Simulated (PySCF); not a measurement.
H5B3N3, SMILES N1B[N]BNB1, doublet (PBE0/def2-SVP optimised geometry):

```
11

B      1.350    -0.090     0.000
N      0.543     1.054     0.000
B     -0.844     1.242    -0.001
N     -1.545    -0.016    -0.001
B     -0.872    -1.279    -0.001
N      0.558    -1.293     0.000
H      2.557    -0.090     0.000
H     -1.401     2.312    -0.001
H     -2.557    -0.003    -0.001
H     -1.500    -2.312    -0.001
H      1.037    -2.185     0.000
```

Calculation: unrestricted PBE0/def2-TZVP run with PySCF.

Q: What are the frontier orbital energies (α orbitals alone; a β orbital can be the lowest empty one) and the dipole moment?

A: HOMO-2 -8.49 eV, HOMO-1 -8.39 eV, HOMO -8.39 eV, LUMO 0.08 eV, LUMO+1 0.24 eV; dipole moment 1.17 D.

On the same geometry unrestricted PBE/def2-TZVP run with PySCF 2.14.0 gives HOMO-2 -7.16 eV, HOMO-1 -7.02 eV, HOMO -6.86 eV, LUMO -0.90 eV, LUMO+1 -0.75 eV; dipole moment 1.32 D.

Meta-Löwdin charges at PBE0/def2-TZVP: B1 0.08, N2 -0.13, B3 0.08, N4 -0.34, B5 0.10, N6 -0.34, H7 0.02, H8 0.02, H9 0.25, H10 0.00, H11 0.25.
